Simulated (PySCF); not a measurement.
## ECD: `C[C@H]1C[P@]1(=O)C1CC1`, C6H11OP

Molfile (atoms numbered from 1):
```
C6H11OP
     RDKit          3D

 19 20  0  0  0  0  0  0  0  0999 V2000
    2.7747   -0.6475   -0.0681 C   0  0  0  0  0  0  0  0  0  0  0  0
    1.3426   -0.4150    0.3329 C   0  0  1  0  0  0  0  0  0  0  0  0
    0.8728    1.0755    0.4549 C   0  0  0  0  0  0  0  0  0  0  0  0
    0.1667    0.1521   -0.9315 P   0  0  1  0  0  5  0  0  0  0  0  0
    0.5669    0.4153   -2.3204 O   0  0  0  0  0  0  0  0  0  0  0  0
   -1.5493   -0.3710   -0.6646 C   0  0  0  0  0  0  0  0  0  0  0  0
   -2.5380    0.6468   -0.1664 C   0  0  0  0  0  0  0  0  0  0  0  0
   -2.1203   -0.4834    0.7125 C   0  0  0  0  0  0  0  0  0  0  0  0
    3.4576   -0.2978    0.7065 H   0  0  0  0  0  0  0  0  0  0  0  0
    2.9862   -0.1091   -0.9908 H   0  0  0  0  0  0  0  0  0  0  0  0
    2.9586   -1.7066   -0.2390 H   0  0  0  0  0  0  0  0  0  0  0  0
    0.9934   -1.0549    1.1351 H   0  0  0  0  0  0  0  0  0  0  0  0
    1.6239    1.8083    0.1886 H   0  0  0  0  0  0  0  0  0  0  0  0
    0.3268    1.3395    1.3491 H   0  0  0  0  0  0  0  0  0  0  0  0
   -1.8707   -1.0683   -1.4296 H   0  0  0  0  0  0  0  0  0  0  0  0
   -3.5308    0.6403   -0.5901 H   0  0  0  0  0  0  0  0  0  0  0  0
   -2.1685    1.6360    0.0620 H   0  0  0  0  0  0  0  0  0  0  0  0
   -1.4796   -0.2686    1.5543 H   0  0  0  0  0  0  0  0  0  0  0  0
   -2.8229   -1.2825    0.8971 H   0  0  0  0  0  0  0  0  0  0  0  0
  1  2  1  0
  2  3  1  0
  3  4  1  0
  4  5  2  0
  4  6  1  6
  6  7  1  0
  7  8  1  0
  4  2  1  0
  8  6  1  0
  1  9  1  0
  1 10  1  0
  1 11  1  0
  2 12  1  1
  3 13  1  0
  3 14  1  0
  6 15  1  0
  7 16  1  0
  7 17  1  0
  8 18  1  0
  8 19  1  0
M  END
```

Computed, not measured: TDDFT B3LYP/def2-SVPD circular dichroism and optical rotation, one conformer, gas phase (PySCF 2.14.0). Geometry: GFN2-xTB.

The molecule is flexible and this is one conformer; a measurement averages over conformers. States above about 6.7 eV (minus the energy of the highest occupied orbital) lie near or above the ionisation threshold and depend on the basis.

Q: Assign R or S to each stereocentre.

A: C2 S, P4 S.

Q: Which excitations and rotatory strengths does the calculation give?

A: Rotatory strengths R in 10⁻⁴⁰ esu² cm², velocity form and length form (origin at the centre of mass); f in length form.
| state | E (eV) | λ (nm) | f | R (velocity) | R (length) | main |
| --- | --- | --- | --- | --- | --- | --- |
| 1 | 5.85 | 212 | 0.009 | +7.9 | +6.3 | HOMO→LUMO 0.85, HOMO→LUMO+1 0.10 |
| 2 | 6.35 | 195 | 0.021 | -31.0 | -30.4 | HOMO→LUMO+1 0.75, HOMO→LUMO 0.13 |
| 3 | 6.52 | 190 | 0.012 | +10.4 | +9.9 | HOMO→LUMO+2 0.84 |
| 4 | 6.64 | 187 | 0.0003 | +4.8 | +5.2 | HOMO→LUMO+3 0.83, HOMO→LUMO+2 0.09 |
| 5 | 6.70 | 185 | 0.017 | +11.3 | +11.7 | HOMO−1→LUMO 0.64, HOMO→LUMO+4 0.13 |
| 6 | 6.98 | 178 | 0.089 | +3.5 | +3.7 | HOMO→LUMO+4 0.55, HOMO→LUMO+5 0.19 |
| 7 | 7.04 | 176 | 0.010 | -25.3 | -23.1 | HOMO−1→LUMO+1 0.50, HOMO−1→LUMO 0.16 |
| 8 | 7.06 | 176 | 0.014 | -20.4 | -19.8 | HOMO→LUMO+5 0.62, HOMO−1→LUMO+1 0.13 |

Among the states computed, the strongest CD band (largest |R|) is state 2. The largest dissymmetry factor in size, g = 4R/(D+G), with D and G the electric and magnetic dipole strengths, is +0.22 for state 4 (velocity form, f = 0.0002), among bands with |R| over 0.5. The mirror image has the same energies and oscillator strengths and all R with the opposite sign.
